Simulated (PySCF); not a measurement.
Species: C7H13NSi.
Geometry (PBE0-D3(BJ)/def2-SVP, Å), atoms numbered from 1 in this order:
```
atom  x, y, z in Å
C1     3.3291    1.3852    0.6642
C2     2.2140    1.2986    0.1975
C3     0.8735    1.1612   -0.3608
C4     0.3245   -0.2845   -0.3089
C5     1.1977   -1.2255   -1.1423
C6     0.2404   -0.7742    1.1392
Si7   -1.4218   -0.2704   -1.0502
N8    -2.3910    0.8634   -0.1181
C9    -3.4640    0.5954    0.4883
H10    4.3171    1.4766    1.0751
H11    0.8907    1.5161   -1.4067
H12    0.1843    1.8349    0.1769
H13    0.8016   -2.2536   -1.1351
H14    2.2221   -1.2593   -0.7353
H15    1.2686   -0.8974   -2.1921
H16   -0.1602   -1.7992    1.1919
H17    1.2415   -0.7803    1.6017
H18   -0.4058   -0.1249    1.7511
H19   -1.3865    0.2317   -2.4571
H20   -1.9965   -1.6602   -1.0252
H21   -3.9886    1.3729    1.0760
H22   -3.9572   -0.4016    0.4848
```

Computed with PySCF at PBE0/pcSseg-1, non-relativistic, on one gas-phase PBE0-D3(BJ)/def2-SVP geometry that isn't relaxed in the solvent. The solvent is an IEF-PCM continuum (cavity from Bondi-type radii × 1.2). Specific hydrogen bonds and non-electrostatic terms are outside this model.

| run | E − E(gas) (kcal/mol) | HOMO (eV) | HOMO–LUMO gap (eV) | dipole (D) |
| --- | --- | --- | --- | --- |
| gas | 0.00 | -7.15 | 6.20 | 1.73 |
| P | -4.31 | -7.10 | 6.28 | 2.29 |
| Q | -5.25 | -7.11 | 6.30 | 2.43 |

Task: The runs were made in acetonitrile and tetrahydrofuran. Which run belongs to which solvent?

Result: P = tetrahydrofuran, Q = acetonitrile. The dielectric constants are 7.426 (tetrahydrofuran), 35.69 (acetonitrile), and the energy falls further as ε rises. In this model the ground state sees the solvent through ε alone.

Task: How constant is the ratio of the lowering to (ε − 1)/(2ε + 1)?

Result: 
```json
{"solvent": "tetrahydrofuran", "(ε − 1)/(2ε + 1)": "0.405", "E − E(gas) (kcal/mol)": "-4.31", "ratio (kcal/mol)": "-10.6", "polarisation term (kcal/mol)": "-4.79"}
{"solvent": "acetonitrile", "(ε − 1)/(2ε + 1)": "0.479", "E − E(gas) (kcal/mol)": "-5.25", "ratio (kcal/mol)": "-10.9", "polarisation term (kcal/mol)": "-5.99"}
```

The ratio changes by +2.9 % in size from tetrahydrofuran to acetonitrile. The polarisation term is half the interaction of the solute with the induced surface charges.

On an Arm Neoverse N1 with one thread, shared host with 64 logical CPUs at a one-minute load of 60, this took 92 s and 1.3 GiB of memory at its peak. This is the whole shielding run at PBE0/pcSseg-1 in acetonitrile, SCF included.
